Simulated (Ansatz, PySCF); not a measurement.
Spin states of F3Re (SMILES [F][Re]([F])[F]), each relaxed with B3LYP-D3(BJ)/def2-TZVP.
State 1 (charge 0, multiplicity 3):
```csv
atom,x (Å),y (Å),z (Å)
Re,-0.0142,0.0171,-0.0143
F,-1.5484,-0.9781,-0.0204
F,-0.0158,1.7041,-0.7209
F,1.5204,-0.6760,0.6996
```
State 2 (charge 0, multiplicity 5):
```json
[
 {"atom": "Re", "x (Å)": "0.1732", "y (Å)": "-0.0693", "z (Å)": "0.0737"},
 {"atom": "F", "x (Å)": "-1.6182", "y (Å)": "-0.6131", "z (Å)": "-0.1921"},
 {"atom": "F", "x (Å)": "-0.3668", "y (Å)": "1.5445", "z (Å)": "-0.7508"},
 {"atom": "F", "x (Å)": "1.7539", "y (Å)": "-0.7951", "z (Å)": "0.8131"}
]
```

```
level                              energy of the multiplicity-5 state less that of the multiplicity-3 state (kJ/mol)  cost
---------------------------------  ---------------------------------------------------------------------------------  ----
SVWN5/def2-TZVPP                                                                                                48.9  ×0.7
PBE/def2-TZVPP                                                                                                  24.4    ×1
PBE-D3(BJ)/def2-TZVPP                                                                                           24.5    ×1
r2SCAN/def2-TZVPP                                                                                                1.5    ×2
B3LYP-D4/def2-TZVPP                                                                                             25.3    ×1
PBE0/def2-TZVPP                                                                                                  5.6    ×2
PBE0-D3(BJ)/def2-TZVPP                                                                                           5.6    ×2
PBE0-D4/def2-TZVPP                                                                                               5.6    ×2
BHLYP/def2-TZVPP                                                                                                 3.4    ×2
B2PLYP-D3(BJ)/def2-TZVPP                                                                                        22.9    ×3
B2PLYP-D4/def2-TZVPP                                                                                            22.9    ×3
CCSD/def2-SVP                                                                                                  -18.4     -
CCSD(T)/def2-SVP                                                                                                -5.9   ×10
CCSD(T)/CBS(def2-SVP, def2-TZVPP)                                                                               12.2  ×100
```

The rows run from -18.4 (CCSD/def2-SVP) to 48.9 kJ/mol (SVWN5/def2-TZVPP). The dispersion term adds 0.0 in PBE-D3(BJ), 0.0 in PBE0-D3(BJ), 0.1 in PBE0-D4. The 5 functionals in def2-TZVPP without D3 or D4 span 47.3, from r2SCAN to SVWN5.

Singlets are restricted, other states unrestricted; no spin–orbit coupling, no relativity up to Kr; see below for the cores. The largest T1 diagnostic is 0.025.

Correlated levels freeze the inner cores; with def2 sets outer-core shells near the valence are correlated too. CBS(a, b) extrapolates the correlation energy as X⁻³ and adds the Hartree–Fock energy of set b.

Codes used: Ansatz (Gaussian basis) for Hartree–Fock, density functionals and correlated methods; PySCF for the dispersion terms. Values without a source in brackets are computed. In def2 rows elements past Kr take small-core potentials, without spin–orbit coupling.

Costs are rough ratios of core time to PBE/def2-TZVPP (about 12 s over the structures, on one shared machine); a dash marks a level with no comparable run of its own.

Ansatz is a first-principles code.
